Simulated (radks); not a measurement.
Values are calculated unless marked as measured or tabulated.
Ionisation of Zr2+, [Kr] 4d2, to Zr3+, [Kr] 4d1, under several functionals. Dirac Kohn-Sham, spin-unpolarised, spherical densities, point nucleus; open shells fill j = l - 1/2 first; a radial shooting solver on a logarithmic mesh with Libxc functionals.

| functional | E(Zr2+) (hartree) | Exc (hartree) | IE (eV) | -e(HOMO) (eV) | <r> HOMO (bohr) | IE error (eV) |
|---|---|---|---|---|---|---|
| AM05 | -3594.47869 | -109.96474 | 22.640 | 17.303 | 1.992 | -0.530 |
| XLYP | -3599.14457 | -114.68288 | 22.681 | 17.344 | 2.024 | -0.489 |
| exchange-only B88 | -3596.83421 | -112.34601 | 21.684 | 16.409 | 2.035 | -1.486 |
| SOGGA | -3595.88676 | -111.39240 | 22.563 | 17.221 | 1.996 | -0.607 |
| revPBE | -3598.42339 | -113.96765 | 22.623 | 17.270 | 1.999 | -0.547 |
| BLYP | -3598.73554 | -114.26890 | 22.633 | 17.303 | 2.020 | -0.537 |

NIST Atomic Spectra Database: 23.170 eV (semi-empirical). Closest: XLYP. The Delta-SCF values span 1.00 eV, the total energies 4.67 hartree. The highest occupied level is 4d3/2. Spin polarisation and multiplet splitting are left out, so open shells lie too high by an amount that depends on their filling.

Beside tabulated values, note that spin-unpolarised runs miss the spin-polarisation part of the exchange energy of open shells.
